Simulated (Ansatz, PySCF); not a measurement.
Species: sum formula GeOCl2, net charge 0, singlet state. 
Geometry from a B3LYP-D3(BJ)/def2-TZVP (Ansatz, a program for electronic structure) optimisation:
```xyz
4

Ge    -0.3016    -0.2691    -0.0380
O     -1.5147    -1.3513    -0.1907
Cl    -0.3032     1.7434    -0.7324
Cl     1.5837    -0.6010     0.8936
```

Total electronic energies in hartree. Cores are frozen in the correlated levels unless marked. Spin-orbit coupling is left out. Frozen are the shells of the preceding noble gas and the d and f shells that filled before the atom's block. Non-relativistic. CBS marks a two-point X^-3 extrapolation of the correlation energy; Hartree-Fock from the larger set. [CCSD(T)-MP2]/basis is that difference in the basis named.

```tsv
level	program	energy (Eh)
HF/def2-SVP	Ansatz	-3068.64616
HF/def2-TZVPPD	Ansatz	-3069.33400
PBE0/6-31G*	Ansatz	___
PBE0/def2-TZVPD	Ansatz	-3072.10384
TPSSh-D3(BJ)/def2-TZVPD	PySCF + dftd3	___
MP2/CBS(def2-TZVPPD,def2-QZVPPD)	Ansatz	-3070.2420
CCSD/STO-3G	Ansatz	-3034.93011
RI-MP2/CBS(def2-TZVPPD,def2-QZVPPD)+[CCSD(T)-MP2]/def2-SVPD	Ansatz	-3070.2813
CCSD(T)/CBS(def2-TZVPPD,def2-QZVPPD)	Ansatz	-3070.2993
```

Question: Fill in the missing entries.

Answer: 
- PBE0/6-31G*, energy (Eh): -3071.71748
- TPSSh-D3(BJ)/def2-TZVPD, energy (Eh): -3072.74634
